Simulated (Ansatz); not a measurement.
Gas-phase electronic energies from Ansatz, PBE0-D4/def2-TZVP geometries. CBS: MP2 limit from def2 TZ/QZ plus the TZ coupled-cluster correction, frozen cores. Functionals use def2-TZVPP. B3LYP here is the variant with VWN-RPA as its local correlation; programs differ in this. HSE06 is defined as in plane-wave codes. Elements past krypton have def2 core potentials. For In, Se outer-core shells are correlated without core-valence functions, which leaves a few kJ/mol of doubt a bond. Scalar relativity is left out up to krypton. Each species was taken in one conformer, which may not be the lowest.

Consider the redistribution: `[OH][Al]([Cl])[Cl]` + `[CH3][In]([Cl])[SeH]` → `[Cl][Al]([Cl])[SeH]` + `[CH3][In]([OH])[Cl]`.

| level | ΔE (kJ/mol) | difference from CCSD(T)/CBS |
| --- | --- | --- |
| LDA (SPW92) | 101.6 | 1.3 |
| PBE-D4 | 94.8 | -5.5 |
| revPBE-D4 | 92.5 | -7.8 |
| r2SCAN-D4 | 103.6 | 3.3 |
| B97M-V | 101.8 | 1.5 |
| PBE0-D4 | 102.1 | 1.8 |
| B3LYP-D4 | 106.1 | 5.8 |
| r2SCANh-D4 | 105.9 | 5.6 |
| r2SCAN0-D4 | 109.1 | 8.8 |
| HSE06-D4 | 102.0 | 1.7 |
| BHLYP-D4 | 113.1 | 12.8 |
| CAM-B3LYP-D4 | 107.0 | 6.7 |
| ωB97X-V | 101.3 | 1.0 |
| ωB97M-V | 104.2 | 3.9 |
| PBE-QIDH | 105.4 | 5.1 |
| PBE | 95.0 | -5.3 |
| revPBE | 92.9 | -7.4 |
| BLYP | 100.7 | 0.4 |
| PBE0 | 102.2 | 1.9 |
| B3LYP | 106.6 | 6.3 |
| r2SCANh | 105.9 | 5.6 |
| r2SCAN0 | 109.0 | 8.7 |
| HSE06 | 102.2 | 1.9 |
| BHLYP | 113.3 | 13.0 |
| LC-ωPBE | 99.6 | -0.7 |
| RPA@PBE/def2-TZVPP | 98.1 | -2.2 |
| HF/def2-SVP | 118.5 | 18.2 |
| MP2/def2-SVP | 104.9 | 4.6 |
| CCSD/def2-SVP | 106.9 | 6.6 |
| CCSD(T)/def2-SVP | 104.3 | 4.0 |
| HF/def2-TZVPP | 117.5 | 17.2 |
| MP2/def2-TZVPP | 105.1 | 4.8 |
| SCS-MP2/def2-TZVPP | 104.3 | 4.0 |
| CCSD(T)/def2-TZVPP | 103.3 | 3.0 |
| HF/def2-QZVPP | 117.3 | 17.0 |
| MP2/def2-QZVPP | 103.4 | 3.1 |
| SCS-MP2/def2-QZVPP | 102.7 | 2.4 |
| HF/CBS(def2) | 117.2 | 16.9 |
| MP2/CBS(def2) | 102.2 | 1.9 |
| CCSD/CBS(def2) | 103.5 | 3.2 |
| CCSD(T)/CBS | 100.3 | 0 |

Largest T1 diagnostic among the species: 0.014.

At CCSD(T), def2-SVP lies +4.0 kJ/mol from the extrapolated value and def2-TZVPP +3.0 kJ/mol. In def2-TZVPP, CCSD(T) changes the Hartree–Fock value by −14.2 kJ/mol (the triples alone add −3.2 kJ/mol) and MP2 by −12.3 kJ/mol. From r2SCAN to r2SCAN0 (25 % exact exchange), in def2-TZVPP and without D4, ΔE moves by +5.5 kJ/mol.
